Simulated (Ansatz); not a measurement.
Compare A (`[TeH][SiH]1CO1`) with its isomer B (`[TeH]C1O[SiH2]1`).

Isolated molecules relaxed with PBE0-D4/def2-TZVP in Ansatz; ΔE leaves out vibrations. CCSD(T)/CBS is the MP2 limit (def2-TZVPP, def2-QZVPP) plus CCSD(T) − MP2 in def2-TZVPP, frozen cores. DFT in def2-TZVPP. B3LYP here is the variant with VWN-RPA as its local correlation; programs differ in this. def2 core potentials past Kr. For Te outer-core shells are correlated without core-valence functions, which leaves a few kJ/mol of doubt a bond.

(1) Which isomer does CCSD(T)/CBS put lower? Give the gap. (Estimate.)

(2) Give E(B) − E(A) in kcal/mol with B3LYP, CCSD(T)/def2-TZVPP, B2PLYP, PBE-D4, B3LYP-D4, MP2/def2-TZVPP, PBE0-D4. (Best estimate.)

Largest T1 diagnostic: 0.014.

Answers

(1) Computed: A, by 22.6 kcal/mol.

(2) The calculation gave: B3LYP 23.0, CCSD(T)/def2-TZVPP 22.2, B2PLYP 22.7, PBE-D4 23.1, B3LYP-D4 22.5, MP2/def2-TZVPP 22.5, PBE0-D4 24.3. None reverses the order clearly.

From PBE to PBE0 (25 % exact exchange), in def2-TZVPP and without D4, E(B) − E(A) moves by +1.2 kcal/mol. In def2-TZVPP, CCSD(T) changes the Hartree–Fock value by −2.6 kcal/mol (the triples alone add −0.5 kcal/mol) and MP2 by −2.3 kcal/mol.
